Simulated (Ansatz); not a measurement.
Breaking the Cd1–H2 bond in CdH2 (SMILES [CdH2]) (multiplicity 1 held, fragments rigid). Energies count from the point at 1.681 Å.
Geometry at that point (charge 0, multiplicity 1):
```xyz
3

Cd     0.0000     0.0000     0.0000
H      0.0000     0.0000     1.6812
H      0.0000     0.0000    -1.6812
```

Signs of static correlation in def2-SVP, with CASSCF(2,2), from Ansatz (a program for electronic structure) runs.

| R (Å) | T1 of restricted CCSD | ⟨S²⟩ of UHF | largest double amplitude of restricted CCSD | weight of the CASSCF reference in MRCISD | CASSCF natural occupations |
|---|---|---|---|---|---|
| 1.345 | 0.011 | 0.000 | 0.037 | 0.939 | 1.98 0.02 |
| 1.513 | 0.012 | 0.000 | 0.045 | 0.940 | 1.98 0.02 |
| 1.681 | 0.013 | 0.000 | 0.059 | 0.940 | 1.97 0.03 |
| 1.849 | 0.014 | 0.000 | 0.076 | 0.941 | 1.96 0.04 |
| 2.017 | 0.016 | 0.000 | 0.098 | 0.941 | 1.95 0.05 |
| 2.270 | 0.019 | 0.000 | [?] | 0.942 | 1.92 0.08 |
| 2.522 | 0.024 | 0.328 | 0.196 | 0.942 | 1.88 0.12 |
| 2.942 | 0.036 | 0.747 | 0.309 | 0.942 | 1.77 0.23 |
| 3.362 | 0.053 | 0.911 | 0.452 | 0.941 | 1.60 0.40 |
| 3.867 | 0.075 | 0.982 | 0.639 | 0.940 | 1.39 0.61 |
| 4.539 | 0.095 | 1.008 | [?] | 0.940 | 1.19 0.81 |
| 5.380 | 0.103 | 1.015 | 0.979 | 0.940 | 1.07 0.93 |

Complete the blanks.


- 2.270, largest double amplitude of restricted CCSD: 0.142
- 4.539, largest double amplitude of restricted CCSD: 0.844

Doubts at one or more of the structures used: a restricted determinant that unrestricted orbitals would lower (R-CCSD(T)/def2-SVP); other coupled-cluster roots lie near (R-CCSD(T)/def2-SVP); T1 above 0.05 (R-CCSD(T)/def2-SVP, U-CCSD(T)/def2-SVP); a spin-contaminated determinant (U-CCSD(T)/def2-SVP).
